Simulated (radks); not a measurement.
The numbers below are computed, except where a source is named.
Spherical quantum dot in the effective-mass picture: electrons in a hard-walled sphere of radius 2.71, all in effective atomic units (hartree* = m*/eps^2 hartree, bohr* = eps/m* bohr), one dielectric constant everywhere. Level of theory: non-relativistic Kohn-Sham, r2SCAN, spin-polarised, spherical densities, generalised Kohn-Sham scheme (a radial shooting solver with Libxc functionals). Levels are named by radial order and angular momentum (1s, 1p, 1d, 2s, ...), and open shells are averaged over m. Results are scaled to m* = 0.226 and eps = 14, for which hartree* = 31.38 meV and bohr* = 3.278 nm.

N = 22, configuration 1s2 1p6 1d10 1f(up 4, down 0). This is the lowest configuration that the search found. Occupied and some empty levels:

| level | occupation | eigenvalue (meV) | <r> (nm) |
|---|---|---|---|
| 1s up | 1 | 348.79 | 5.768 |
| 1s down | 1 | 351.02 | 5.712 |
| 1p up | 3 | 361.43 | 6.063 |
| 1p down | 3 | 364.09 | 6.030 |
| 1d up | 5 | 382.55 | 6.298 |
| 1d down | 5 | 385.65 | 6.280 |
| 1f up | 4 | 411.01 | 6.490 |
| 1f down | 0 | 414.49 | 6.481 |
| 2s up | 0 | 422.96 | 3.970 |
| 2s down | 0 | 424.53 | 4.012 |
| 1g up | 0 | 446.16 | 6.648 |
| 1g down | 0 | 449.97 | 6.645 |
| 2p up | 0 | 462.44 | 4.644 |
| 2p down | 0 | 464.14 | 4.668 |
| 2d up | 0 | 508.51 | 5.065 |
| 2d down | 0 | 510.58 | 5.074 |

Energy (meV): total 4830.36, kinetic 1573.8, external 0, Hartree 3682.3, exchange-correlation -425.69.
